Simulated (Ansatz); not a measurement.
```xyz
14

O    -0.258    1.805   -1.013
Si   -1.214    0.446   -1.147
C    -0.190   -0.950   -0.491
Si    0.610   -0.637    1.168
O     2.146   -1.205    1.003
O     0.563    0.947    1.586
H    -0.574    2.614   -1.417
H    -1.595    0.257   -2.575
H    -2.465    0.619   -0.360
H     0.609   -1.170   -1.207
H    -0.816   -1.847   -0.425
H    -0.074   -1.347    2.277
H     2.732   -1.100    1.755
H     0.527    1.568    0.847
```

Charge 0, multiplicity 1.

Task: List the PBE/def2-TZVPP orbital energies in eV (the Gaussian-basis code of Ansatz). (An estimate is asked.)

Result: Computed: Occupied: -1780.06, -1780.01, -510.69, -510.06, -509.82, -268.56, -137.73, -137.60, -94.51, -94.44, -94.43, -94.36, -94.34, -94.31, -25.41, -24.98, -24.44, -17.47, -14.11, -13.50, -12.64, -11.61, -10.66, -9.93, -9.38, -9.17, -8.84, -8.80, -8.10, -7.62, -7.32, -7.11, -6.97. Lowest empty: -0.78, 0.08, 0.30, 0.79, 0.83, 1.44, 1.69, 1.74.
